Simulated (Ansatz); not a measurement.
Geometry optimisation, RKS PBE-D4/def2-SVP (Ansatz).

The input (input.yaml):

```yaml
crystal:
  periodic: [false, false, false]
  atoms:
    - { symbol: "N", position_ang: [-1.0254, 0.5348, -0.2322] }
    - { symbol: Mg, position_ang: [0.5245, -0.5671, 0.4326] }
    - { symbol: Br, position_ang: [2.4498, -1.9579, 1.2457] }
    - { symbol: H, position_ang: [-1.42486, 1.07455, 0.64528] }
    - { symbol: H, position_ang: [-1.83039, -0.10348, -0.538] }
basis:
  gaussian: { orbitals: def2-SVP }
hamiltonian:
  xc: pbe
  dispersion: d4
relax:
  f_tol: 0.015
  max_steps: 40
```

Command:

```bash
$ ansatz run input.yaml --threads 1 --pin off --max-ram 2048MiB --backend cpu --events-out ev --progress --plain --runs-dir out
```

Where does it end, and by what steps?

The forces met the threshold. After 5 steps the energy has fallen by 0.342 eV; N1 moved furthest, 0.38 Å.

```json
{"step": "0", "energy less start (eV)": "0.0000", "largest force component (eV/Å)": "1.899", "accepted": "yes"}
{"step": "1", "energy less start (eV)": "-0.2358", "largest force component (eV/Å)": "0.937", "accepted": "yes"}
{"step": "2", "energy less start (eV)": "-0.2914", "largest force component (eV/Å)": "0.317", "accepted": "yes"}
{"step": "3", "energy less start (eV)": "-0.3383", "largest force component (eV/Å)": "0.229", "accepted": "yes"}
{"step": "4", "energy less start (eV)": "-0.3414", "largest force component (eV/Å)": "0.090", "accepted": "yes"}
{"step": "5", "energy less start (eV)": "-0.3416", "largest force component (eV/Å)": "0.008", "accepted": "yes"}
```

```xyz
5
Properties=species:S:1:pos:R:3
N -1.075 0.296 0.061
Mg 0.485 -0.661 0.538
Br 2.438 -1.857 1.134
H -1.396 1.178 0.471
H -1.759 0.025 -0.651
```

Run time: 12 s on 1 CPU thread of a shared host.
